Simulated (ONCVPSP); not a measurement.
# Before and after: ONCV potential for tungsten

- Element: W (Z = 74)
- Generator: ONCVPSP 4.0.1
- Type: optimised norm-conserving Vanderbilt (ONCV)
- Functional: PBEsol
- Relativity: scalar-relativistic
- Frozen core: [Kr] 4d10 4f14
- Valence charge: 14
- Reference configuration: 5s2 5p6 5d5 6s1
- Partial waves: 5s+6s: rc 1.80 bohr, ncon 4, nbas 7, qcut 6 1/bohr, 2 projectors; 5p: rc 1.45 bohr, ncon 3, nbas 8, qcut 8.8 1/bohr, 3 projectors, debl 3.6 Ha; 5d: rc 1.75 bohr, ncon 4, nbas 8, qcut 5.8 1/bohr, 3 projectors, debl 3.7 Ha
- Local potential: polynomial inside 1.40 bohr (lpopt 5, dvloc0 0 Ha)
- Core correction: Teter function fitted to the true core (icmod 2), fcfact 0.55

Change: s: qcut 4.2; p: qcut 6.2; d: qcut 4.1.

Cutoffs: the cutoffs (Ha) at which the residual kinetic energy of the hardest occupied pseudo-wave falls to 1 and 0.1 mHa per electron; they do not see the model core or the augmentation charge, which bear on the density cutoff. Errors are all-electron minus pseudo energies relative to the spin-unpolarised reference configuration.

Problem. What does the change do?

Solution. The potential gets harder (27 Ha and 33 Ha → 43 Ha and 96 Ha); a bound ghost appears in d, which as a rule spoils a file; of the 4 tests that both files solve, the error grows in 3 and shrinks in 1 by more than 15 % and 0.3 meV (median size 1.1 → 1.8 meV).

| quantity | base | changed |
| --- | --- | --- |
| cutoff, loose | 27 Ha | 43 Ha |
| cutoff, tight | 33 Ha | 96 Ha |
| loose cutoff by channel | s 14 Ha, p 27 Ha, d 14 Ha | s 17 Ha, p 17 Ha, d 43 Ha |
| bound ghosts | none | d |
| GHOST(+) flags under 300 eV | s at 179.2 eV | s at 131.9 eV |
| error for 5s2 5p6 5d4 6s2, meV [ΔE -1.54 eV] | -0.5 | -1.0 |
| error for 5s2 5p6 5d4 6s1, meV [ΔE 7.38 eV] | -0.4 | +1.0 |
| error for 5s2 5p6 5d4 6s0, meV [ΔE 23.08 eV] | -4.2 | -2.7 |
| error for 5s2 5p6 5d4 6s1 6p1, meV [ΔE 3.00 eV] | +1.6 | +2.6 |
| s: phases at 1.83 bohr within 0.05 rad from the reference energy up to (Ha; the scan ends near 5) | to the end of the scan | 4.0 |
| p: phases at 1.47 bohr within 0.05 rad from the reference energy up to (Ha; the scan ends near 5) | to the end of the scan | to the end of the scan |
| d: phases at 1.77 bohr within 0.05 rad from the reference energy up to (Ha; the scan ends near 5) | to the end of the scan | to the end of the scan |
| rms error of d²Exc/dni dnj with the model core, mHa | 0.91 | 1.02 |

 A true bound ghost makes a file unfit for plane-wave use even where its test errors are small: the radial tests pick states by their node count and pass the ghost by.
